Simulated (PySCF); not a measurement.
Gas-phase reaction: 3 CH₃GeH₃ + CH = 3 GeH₃ + C₄H₁₀ (n-butane)

Energies from PySCF (xtb for GFN2), thermal terms from the rigid-rotor harmonic-oscillator model, ideal gas at 1 bar. † marks an energy on the PBE0/def2-TZVP geometry and frequencies; other levels use their own. 6-31G* has spherical d functions here. Open shells (unrestricted): CH (multiplicity 2), GeH₃ (multiplicity 2); the rest are closed-shell singlets. GFN2 has no spin-polarisation term. Spin-orbit splitting is ignored; it lowers the true energy and changes the entropy of CH. B3LYP is the form with VWN-RPA correlation. Ge: all electrons, no relativistic terms. GeH₃: computed as isolated molecules; such fragments, hydroxides, amides, oligomers or adducts are transient or little studied in the gas. Warning, spin contamination: CH (B3LYP/def2-TZVP†, M06-2X/def2-TZVP†, PBE/def2-SVP, PBE/def2-TZVP†, PBE0/def2-SVP†, r2SCAN/def2-TZVP†, LDA/def2-TZVP†, ωB97M-V/def2-TZVP†, ωB97X-V/def2-TZVP†).

| level | ΔH°(298 K), kJ |
|---|---|
| B3LYP/6-31G* | … |
| B3LYP/def2-TZVP† | -181 |
| GFN2-xTB | -341 |
| M06-2X/def2-TZVP† | -210 |
| PBE/def2-SVP | … |
| PBE/def2-TZVP† | -214 |
| PBE0/def2-SVP† | -232 |
| r2SCAN/def2-TZVP† | … |
| LDA/def2-TZVP† | -251 |
| ωB97M-V/def2-TZVP† | … |
| ωB97X-V/def2-TZVP† | -160 |

Problem. Complete the blanks.

Solution. 
- B3LYP/6-31G*, ΔH°(298 K), kJ: -219
- PBE/def2-SVP, ΔH°(298 K), kJ: -241
- r2SCAN/def2-TZVP†, ΔH°(298 K), kJ: -203
- ωB97M-V/def2-TZVP†, ΔH°(298 K), kJ: -177
